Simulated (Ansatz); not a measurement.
Species: YBr₂, net charge 0, doublet state. The spin state was set by rule; other spins were not relaxed. 
Structure (B3LYP-D3(BJ)/def2-TZVP (Ansatz, a first-principles code) minimum search):
```
Y
Br 1 2.5977
Br 1 2.5977 2 129.09
```
Charge 0, spin multiplicity 2.

Parts of the frozen-core correlation energy in def2-SVP (Ansatz, hartree). Frozen orbitals: 32; correlated occupied orbitals by spin: 9 and 8; virtual: 54 and 55. UHF or UKS for open shells. Spin-orbit coupling is left out. Past Kr the def2 sets carry scalar-relativistic core potentials.

```json
[
 {"term": "reference (HF)", "value": "-5182.25740"},
 {"term": "MP2 opposite-spin", "value": "___"},
 {"term": "MP2 same-spin", "value": "___"},
 {"term": "CCSD correlation", "value": "-0.29379"},
 {"term": "(T)", "value": "___"},
 {"term": "T1 diagnostic", "value": "0.015"},
 {"term": "largest doubles amplitude", "value": "0.020"},
 {"term": "<S^2> of the reference", "value": "0.752"}
]
```

Fill in the missing entries.


- MP2 opposite-spin, value: -0.19565
- MP2 same-spin, value: -0.07624
- (T), value: -0.00801
